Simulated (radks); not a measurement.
Radial electron density D(r) = 4 pi r^2 rho(r) of an atom or ion with 51 electrons. Method: Dirac Kohn-Sham, PBEsol, spin-unpolarised, spherical densities, point nucleus; computed with a radial shooting solver on a logarithmic mesh with Libxc functionals.

```
   r/bohr * D(r) (the largest magnitude, 88.5, reaches the edge; | marks zero)
 0.001257 | *
 0.001452 | *
 0.001677 |  *
 0.001937 |   *
 0.002219 |    *
 0.002563 |     *
  0.00296 |      *
 0.003391 |        *
 0.003916 |          *
 0.004522 |             *
 0.005223 |               *
 0.005984 |                   *
  0.00691 |                      *
 0.007981 |                          *
 0.009143 |                              *
  0.01056 |                                 *
  0.01219 |                                     *
  0.01408 |                                        *
  0.01614 |                                          *
  0.01863 |                                          *
  0.02152 |                                          *
  0.02466 |                                         *
  0.02848 |                                       *
  0.03289 |                                     *
  0.03798 |                                     *
  0.04351 |                                      *
  0.05025 |                                         *
  0.05803 |                                             *
  0.06649 |                                                  *
  0.07679 |                                                      *
  0.08868 |                                                      *
   0.1024 |                                                   *
   0.1173 |                                              *
   0.1355 |                                         *
   0.1565 |                                      *
   0.1793 |                                       *
   0.2071 |                                           *
   0.2391 |                                             *
   0.2762 |                                           *
   0.3164 |                                    *
   0.3654 |                          *
    0.422 |                  *
   0.4835 |              *
   0.5584 |               *
   0.6449 |                *
   0.7447 |                *
   0.8532 |              *
   0.9854 |          *
    1.138 |       *
    1.304 |    *
    1.506 |   *
    1.739 |  *
    2.008 | *
    2.301 | *
    2.657 |*
    3.069 |*
    3.516 *
     4.06 *
    4.689 *
    5.416 *
    6.205 *
    7.165 *
```

What is the nuclear charge?

Answer. Z = 53. The innermost maximum, from 1s, lies near gamma/Z bohr with gamma = sqrt(1 - (Z/c)^2) = 0.922, here 0.0174 bohr (found: 0.0191), and its height grows with Z. The density is that of the iodine ion I2+ in [Kr] 4d10 5s2 5p3; the configuration itself is not fixed sharply by these data, and Z only to a few units. D(r) has 4 maxima, at r = 0.0191, 0.0845, 0.243, 0.699 bohr, and minima at 0.0374, 0.159, 0.511 bohr, inside which lie 2.03, 11.17, 29.00 electrons.
